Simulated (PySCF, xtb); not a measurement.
Mo(NH)2(F)(OH) (FH3MoN2O), SMILES [OH][Mo]([F])(=[NH])=[NH], multiplicity 1. Other conformers were not sampled.

Harmonic wavenumbers (cm⁻¹) from GFN2-xTB in xtb at its own minimum, in rising order: 154, 189, 218, 223, 271, 304, 430, 484, 505, 562, 600, 654, 679, 967, 1016, 3430, 3436, 3575.

What does PBE0-D3(BJ)/def2-SVP (PySCF) give at its own minimum? (The exact figures need the calculation; the answer reports its results.)

188, 241, 248, 260, 284, 325, 402, 560, 617, 673, 692, 752, 775, 1025, 1057, 3630, 3649, 3907. Paired by order, the mean absolute difference is 91 cm⁻¹ and the zero-point energies are 25.3 and 27.6 kcal/mol.
